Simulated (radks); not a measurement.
Ho II, 66 electrons, occupied as [Xe] 4f11 6s1. Method: Dirac Kohn-Sham, LDA (Slater exchange, Perdew-Wang correlation), spin-unpolarised, spherical densities, point nucleus; open shells fill j = l - 1/2 first; computed with a radial shooting solver on a logarithmic mesh with Libxc functionals. Some entries of the table are withheld. Estimate them.

| orbital | occ. | eigenvalue (eV) | <1/r> (bohr^-1) |
|---|---|---|---|
| 1s1/2 | 2 | -55392.90 | 76.02 |
| 2s1/2 | 2 | -9266.620 | 18.24 |
| 2p1/2 | 2 | -8822.858 | 18.22 |
| 2p3/2 | 4 | -7966.859 | 15.88 |
| 3s1/2 | 2 | (1) | 6.668 |
| 3p1/2 | 2 | -1879.447 | (2) |
| 3p3/2 | 4 | -1700.725 | (3) |
| 3d3/2 | 4 | -1366.229 | 5.875 |
| 3d5/2 | 6 | -1327.144 | 5.728 |
| 4s1/2 | 2 | (4) | (5) |
| 4p1/2 | 2 | -337.0607 | 2.685 |
| 4p3/2 | 4 | -296.7914 | 2.477 |
| 4d3/2 | 4 | (6) | 2.256 |
| 4d5/2 | 6 | (7) | 2.204 |
| 5s1/2 | 2 | -57.0672 | 1.046 |
| 5p1/2 | 2 | -36.2243 | (8) |
| 5p3/2 | 4 | -31.1523 | (9) |
| 4f5/2 | 6 | -10.4005 | 1.614 |
| 4f7/2 | 5 | -9.4219 | 1.586 |
| 6s1/2 | 1 | -9.2180 | 0.3468 |
| 5d3/2 | 0 | -7.2005 | 0.4814 |
| 5d5/2 | 0 | -6.9266 | 0.4655 |
| 6p1/2 | 0 | -5.9031 | 0.2769 |
| 6p3/2 | 0 | -5.4674 | 0.2615 |

Answer. 
(1) 3s1/2 eigenvalue (eV): -2073.937
(2) 3p1/2 <1/r> (bohr^-1): 6.587
(3) 3p3/2 <1/r> (bohr^-1): 5.988
(4) 4s1/2 eigenvalue (eV): -414.2422
(5) 4s1/2 <1/r> (bohr^-1): 2.793
(6) 4d3/2 eigenvalue (eV): -169.5411
(7) 4d5/2 eigenvalue (eV): -162.2373
(8) 5p1/2 <1/r> (bohr^-1): 0.9153
(9) 5p3/2 <1/r> (bohr^-1): 0.8403
